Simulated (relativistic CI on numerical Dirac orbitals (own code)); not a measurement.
**One change at a time: Ar XVI**

Base calculation: Dirac-Coulomb-Breit CI, KLI orbitals optimised for each configuration, model QED (radiative potential, 1s self-energy scaled to tabulated hydrogen-like ionisation energies), unscaled Slater integrals.

Configurations in the expansion (outside the closed core 1s2): 2s, 2p, 3s, 3p, 3d, 4s, 4p, 4d, 4f, 5s, 5p, 5d, 5f, 5g, 6s, 6p, 6d. Levels of other configurations are missing.

Variants: (1) Breit term removed. Shifts of the energy above 2s 2S_1/2, in eV, for the lowest level and the first level of each name with at least 55 % of one term (blank where a level changes its place among those of its configuration and J or its character, or is not in the variant):

```tsv
Level	Base	Δ(1)
2s 2S_1/2	0.000	0.000
2p 2P°_1/2	32.005	-0.151
2p 2P°_3/2	35.164	+0.029
3s 2S_1/2	517.585	+0.123
3p 2P°_1/2	526.441	+0.078
3p 2P°_3/2	527.371	+0.132
3d 2D_3/2	530.624	+0.167
3d 2D_5/2	530.918	+0.169
4s 2S_1/2	694.816	+0.151
4p 2P°_1/2	698.459	+0.132
4p 2P°_3/2	698.850	+0.154
4d 2D_3/2	700.200	+0.168
4d 2D_5/2	700.324	+0.170
4f 2F°_5/2	700.389	+0.170
4f 2F°_7/2	700.451	+0.170
5s 2S_1/2	775.968	+0.160
5p 2P°_1/2	777.810	+0.151
5p 2P°_3/2	778.010	+0.162
5d 2D_3/2	778.696	+0.169
5d 2D_5/2	778.759	+0.170
5f 2F°_5/2	778.796	+0.170
5f 2F°_7/2	778.827	+0.170
```

At this charge energies of transitions that change n are usually good to better than 1 %, and those within a shell (Δn = 0) to a few per cent.

Ionisation energy from the two ground configurations alone: base 918.186 eV. The NIST ASD value (theoretical) is 918.375 eV.
